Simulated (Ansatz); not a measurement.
`C[S][GeH2][OH]` + `CC[SiH](O)F` → `[OH][GeH2][SiH](O)F` + `CCSC`  (formal exchange of groups at a Ge–S bond)

Computed with Ansatz on PBE0-D4/def2-TZVP structures; ΔE is electronic, products minus reactants. CCSD(T)/CBS adds triple-zeta CCSD(T) − MP2 to the extrapolated MP2 energy (def2 sets, frozen cores). DFT in def2-TZVPP. B3LYP here is the variant with VWN-RPA as its local correlation; programs differ in this. For Ge outer-core shells are correlated without core-valence functions, which leaves a few kJ/mol of doubt a bond. Scalar relativity is left out up to krypton. Each species was taken in one conformer, which may not be the lowest.

`C[S][GeH2][OH]`:

Cartesian coordinates in Å:
```
C -0.571 -0.313 -1.605
S 0.168 -1.431 -0.380
Ge 0.161 -0.125 1.401
O 1.578 0.949 1.492
H 0.122 0.474 -1.900
H -1.497 0.125 -1.232
H -0.800 -0.919 -2.482
H 0.279 -0.999 2.650
H -1.120 0.734 1.338
H 1.680 1.505 0.717
```

`CC[SiH](O)F`:

Z-matrix (Å, degrees):
```
C
C 1 1.528
H 1 1.093 2 111.4
H 1 1.092 2 111.5 3 -120.0
H 1 1.092 2 111.5 3 119.7
Si 2 1.857 1 113.5 3 -59.1
H 2 1.097 1 110.7 3 178.7
H 2 1.096 1 110.6 3 62.1
F 6 1.602 2 107.4 1 178.5
O 6 1.635 2 113.2 1 -60.3
H 6 1.478 2 113.4 1 59.3
H 10 0.958 6 118.9 2 -54.3
```

`[OH][GeH2][SiH](O)F`:

Cartesian coordinates in Å:
```
O -0.295 2.116 -0.504
Ge 0.920 0.822 -0.714
Si -0.007 -1.097 0.370
O -1.484 -0.534 0.811
F 0.841 -1.510 1.663
H -1.074 1.774 -0.057
H 2.239 1.308 -0.089
H 1.128 0.603 -2.225
H -0.132 -2.345 -0.426
H -2.136 -1.138 1.172
```

`CCSC`:

```xyz
12

C    -0.236    1.477   -0.323
C     0.827    0.636    0.355
S     1.125   -0.971   -0.411
C    -0.413   -1.814   -0.021
H    -1.215    0.995   -0.283
H    -0.329    2.449    0.170
H     0.013    1.646   -1.373
H     0.594    0.479    1.412
H     1.797    1.138    0.315
H    -0.585   -1.837    1.058
H    -1.269   -1.360   -0.521
H    -0.309   -2.839   -0.378
```

| level | ΔE (kJ/mol) | difference from CCSD(T)/CBS |
| --- | --- | --- |
| PBE-D4 | 85.2 | -10.5 |
| r2SCAN-D4 | 95.8 | 0.1 |
| PBE0-D4 | 90.8 | -4.9 |
| B3LYP-D4 | 92.0 | -3.7 |
| ωB97X-V | 92.6 | -3.1 |
| ωB97M-V | 97.3 | 1.6 |
| B2PLYP | 96.7 | 1.0 |
| PBE | 85.5 | -10.2 |
| r2SCAN | 95.9 | 0.2 |
| PBE0 | 91.0 | -4.7 |
| B3LYP | 92.5 | -3.2 |
| HF/def2-TZVPP | 105.2 | 9.5 |
| MP2/def2-TZVPP | 103.1 | 7.4 |
| SCS-MP2/def2-TZVPP | 100.7 | 5.0 |
| CCSD/def2-TZVPP | 98.6 | 2.9 |
| CCSD(T)/def2-TZVPP | 97.9 | 2.2 |
| HF/def2-QZVPP | 104.7 | 9.0 |
| MP2/def2-QZVPP | 101.6 | 5.9 |
| SCS-MP2/def2-QZVPP | 99.8 | 4.1 |
| HF/CBS(def2) | 104.6 | 8.9 |
| MP2/CBS(def2) | 100.8 | 5.1 |
| CCSD/CBS(def2) | 96.4 | 0.7 |
| CCSD(T)/CBS | 95.7 | 0 |

Largest T1 diagnostic among the species: 0.012.

From PBE to PBE0 (25 % exact exchange), in def2-TZVPP and without D4, ΔE moves by +5.5 kJ/mol.
